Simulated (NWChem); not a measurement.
System: hydronium (H3O cation); SMILES [OH3+]

The following NWChem deck was run.

```
start job
memory heap 200 mb stack 900 mb global 1100 mb
charge 1
geometry units angstroms
  O      0.000131     0.001220     0.045226
  H     -0.564204    -0.760487    -0.217302
  H     -0.372195     0.858438    -0.261614
  H      0.934346    -0.117360    -0.238978
end
basis spherical
  O library 6-31g*
  H library 6-31g*
end
dft
  xc b3lyp
  iterations 150
end
driver
  maxiter 150
  loose
end
task dft optimize
```

Output (shortened):

```
             Northwest Computational Chemistry Package (NWChem) 7.3.0
             --------------------------------------------------------

 C3V symmetry detected

                             Geometry "geometry" -> ""
                             -------------------------

 Output coordinates in angstroms (scale by  1.889725989 to convert to a.u.)

  No.       Tag          Charge          X              Y              Z
 ---- ---------------- ---------- -------------- -------------- --------------
    1 O                    8.0000     0.00000000     0.00000000     0.07762611
    2 H                    1.0000     0.66580056     0.66580056    -0.20700295
    3 H                    1.0000     0.24369992    -0.90950048    -0.20700295
    4 H                    1.0000    -0.90950048     0.24369992    -0.20700295

 Effective nuclear repulsion energy (a.u.)      13.8845987733

      Symmetry information
      --------------------

 Group name             C3v
 Group number             17
 Group order               6
 No. of unique centers     2

                                Z-matrix (autoz)
                                --------

 Units are Angstrom for bonds and degrees for angles

      Type          Name      I     J     K     L     M      Value
      ----------- --------  ----- ----- ----- ----- ----- ----------
    1 Stretch                  1     2                       0.98366
    2 Stretch                  1     3                       0.98366
    3 Stretch                  1     4                       0.98366
    4 Bend                     2     1     3               111.98783
    5 Bend                     2     1     4               111.98783
    6 Bend                     3     1     4               111.98783
    7 Torsion                  2     1     3     4        -126.76183
    8 Torsion                  2     1     4     3         126.76183
    9 Torsion                  3     1     2     4         126.76183
   10 Torsion                  2     4     1     3        -126.76183
   11 Torsion                  3     2     1     4        -126.76183
   12 Torsion                  2     3     1     4         126.76183

                           NWChem Geometry Optimization
                           ----------------------------

 maximum gradient threshold         (gmax) =   0.004500
 rms gradient threshold             (grms) =   0.003000
 maximum cartesian step threshold   (xmax) =   0.018000
 rms cartesian step threshold       (xrms) =   0.012000
 fixed trust radius                (trust) =   0.300000
 source of zmatrix                         =   autoz

          -------------------
          Energy Minimization
          -------------------

 Using diagonal initial Hessian
 Scaling for Hessian diagonals: bonds = 1.00  angles = 0.25  torsions = 0.10

          --------
          Step   0

                                 NWChem DFT Module
                                 -----------------

 Summary of "ao basis" -> "ao basis" (spherical)
 ------------------------------------------------------------------------------
       Tag                 Description            Shells   Functions and Types
 ---------------- ------------------------------  ------  ---------------------
 O                           6-31g*                  6       14   3s2p1d
 H                           6-31g*                  2        2   2s

      Symmetry analysis of basis
      --------------------------

        a1          8
        a2          0
        e          12

  Rotation of axis

            General Information
            -------------------
          SCF calculation type: DFT
          Wavefunction type:  closed shell.
          No. of atoms     :     4
          No. of electrons :    10
           Alpha electrons :     5
            Beta electrons :     5
          Charge           :     1
          Spin multiplicity:     1
          Use of symmetry is: on ; symmetry adaption is: on
          Maximum number of iterations: 150
          AO basis - number of functions:    20
                     number of shells:    12
          Convergence on energy requested:  1.00D-06
          Convergence on density requested:  1.00D-05
          Convergence on gradient requested:  5.00D-04

              XC Information
              --------------
                         B3LYP Method XC Potential
                     Hartree-Fock (Exact) Exchange  0.200
                        Slater Exchange Functional  0.800 local
                    Becke 1988 Exchange Functional  0.720 non-local
              Lee-Yang-Parr Correlation Functional  0.810
                  VWN I RPA Correlation Functional  0.190 local

[...]

      ----------------------
      Optimization converged
      ----------------------

  Step       Energy      Delta E   Gmax     Grms     Xrms     Xmax
  ---- ---------------- -------- -------- -------- -------- --------
@    1     -76.68736431 -6.9D-05  0.00002  0.00001  0.00480  0.00918
                                     ok       ok       ok       ok

                                Z-matrix (autoz)
                                --------

 Units are Angstrom for bonds and degrees for angles

      Type          Name      I     J     K     L     M      Value     Gradient
      ----------- --------  ----- ----- ----- ----- ----- ---------- ----------
    1 Stretch                  1     2                       0.98889   -0.00001
    2 Stretch                  1     3                       0.98889   -0.00001
    3 Stretch                  1     4                       0.98889   -0.00001
    4 Bend                     2     1     3               111.99241    0.00001
    5 Bend                     2     1     4               111.99241    0.00001
    6 Bend                     3     1     4               111.99241    0.00001
    7 Torsion                  2     1     3     4        -126.77538   -0.00002
    8 Torsion                  2     1     4     3         126.77538    0.00002
    9 Torsion                  3     1     2     4         126.77538    0.00002
   10 Torsion                  2     4     1     3        -126.77538   -0.00002
   11 Torsion                  3     2     1     4        -126.77538   -0.00002
   12 Torsion                  2     3     1     4         126.77538    0.00002

                         Geometry "geometry" -> "geometry"
                         ---------------------------------

 Output coordinates in angstroms (scale by  1.889725989 to convert to a.u.)

  No.       Tag          Charge          X              Y              Z
 ---- ---------------- ---------- -------------- -------------- --------------
    1 O                    8.0000     0.00000000     0.00000000     0.07869658
    2 H                    1.0000     0.66935488     0.66935488    -0.20735978
    3 H                    1.0000     0.24500089    -0.91435577    -0.20735978
    4 H                    1.0000    -0.91435577     0.24500089    -0.20735978

 Effective nuclear repulsion energy (a.u.)      13.8112169834

      Symmetry information
      --------------------

 Group name             C3v
 Group number             17
 Group order               6
 No. of unique centers     2

                Final and change from initial internal coordinates
                --------------------------------------------------

                                Z-matrix (autoz)
                                --------

 Units are Angstrom for bonds and degrees for angles

      Type          Name      I     J     K     L     M      Value       Change
      ----------- --------  ----- ----- ----- ----- ----- ---------- ----------
    1 Stretch                  1     2                       0.98889    0.00522
    2 Stretch                  1     3                       0.98889    0.00522
    3 Stretch                  1     4                       0.98889    0.00522
    4 Bend                     2     1     3               111.99241    0.00458
    5 Bend                     2     1     4               111.99241    0.00458
    6 Bend                     3     1     4               111.99241    0.00458
    7 Torsion                  2     1     3     4        -126.77538   -0.01355
    8 Torsion                  2     1     4     3         126.77538    0.01355
    9 Torsion                  3     1     2     4         126.77538    0.01355
   10 Torsion                  2     4     1     3        -126.77538   -0.01355
   11 Torsion                  3     2     1     4        -126.77538   -0.01355
   12 Torsion                  2     3     1     4         126.77538    0.01355

 ==============================================================================
                                internuclear distances
 ------------------------------------------------------------------------------
       center one      |      center two      | atomic units |  angstroms
 ------------------------------------------------------------------------------
    2 H                |   1 O                |     1.86873  |     0.98889
    3 H                |   1 O                |     1.86873  |     0.98889
    4 H                |   1 O                |     1.86873  |     0.98889
 ------------------------------------------------------------------------------
                         number of included internuclear distances:          3
 ==============================================================================
```

Level: B3LYP/6-31G* (spherical d).
